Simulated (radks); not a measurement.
Effect of the nuclear size on the tin ion Sn9+, [Kr] 4d5. All-electron calculation, Dirac Kohn-Sham, exchange-only LDA, spin-unpolarised, spherical densities, finite nucleus; open shells fill j = l - 1/2 first; Fermi nuclear charge, rms radius 4.6519 fm. Program: a radial shooting solver on a logarithmic mesh with Libxc functionals. The rms radius is varied about that value; shifts are against it.

rms radius (fm)  total energy shift (eV)  density at nucleus (e/bohr^3)  1s1/2 shift (meV)  2s1/2 shift (meV)  4s1/2 shift (meV)  4p1/2 shift (meV)  4d5/2 shift (meV)  5s1/2 (empty) shift (meV)
3.9448                             -1.16                      1.952e+05               -485              -55.5              -2.31              0.140              0.125                     -0.628
4.2658                            -0.651                      1.929e+05               -273              -31.3              -1.30              0.079              0.071                     -0.354
4.6519                                 0                      1.903e+05              0.000              0.000              0.000              0.000              0.000                      0.000
5.0287                             0.681                      1.881e+05                286               32.7               1.36             -0.082             -0.074                      0.370
5.6009                              1.80                       1.85e+05                756               86.5               3.60             -0.217             -0.195                      0.980

Slopes of the eigenvalues against <r^2> in GHz/fm^2, as finite differences over the two radii next to the reference (eigenvalue slopes, not the field-shift constants of lines): 1s1/2 19100, 2s1/2 2180, 4s1/2 90.7, 4p1/2 -5.48, 4d5/2 -4.93, 5s1/2 (empty) 24.7.
